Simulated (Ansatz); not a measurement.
```yaml
crystal:
  periodic: [false, false, false]
  atoms:
    - {symbol: B, position_ang: [-0.028191, 1.551108, 0.489800]}
    - {symbol: N, position_ang: [-0.172723, 0.222919, 0.031478]}
    - {symbol: Si, position_ang: [-1.324001, -0.121980, -1.245639]}
    - {symbol: Si, position_ang: [0.757490, -1.092371, 0.732580]}
    - {symbol: H, position_ang: [-0.686323, 2.420585, -0.011274]}
    - {symbol: H, position_ang: [0.746128, 1.800058, 1.369802]}
    - {symbol: H, position_ang: [-0.932219, -1.417380, -1.874303]}
    - {symbol: H, position_ang: [-1.320119, 0.981763, -2.243039]}
    - {symbol: H, position_ang: [-0.143509, -2.256808, 0.934713]}
    - {symbol: H, position_ang: [1.321095, -0.646970, 2.027313]}
    - {symbol: H, position_ang: [1.847874, -1.497725, -0.190932]}
basis:
  gaussian: {orbitals: def2-mTZVPP, final_grid: {core_spheres: 5, valence_spheres: 4, degree: 11}}
magnetization: {spin_polarized: true, initial_magnetization: 3}
hamiltonian: {xc: {name: HF}}
correlation: {active_space: {window: {electrons: 40, orbitals: 30}}}
scf: {lower_state_search: light}
output: {forces: true}
```

```sh
$ ansatz run in.yaml --threads 4 --pin off --events-out ev --progress --plain --max-ram 10444MiB
```

It prints (some lines left out):

```
Error: invalid value for `correlation.active_space`: it starts from restricted Hartree–Fock orbitals; set hamiltonian.xc: hf without magnetization.spin_polarized
```
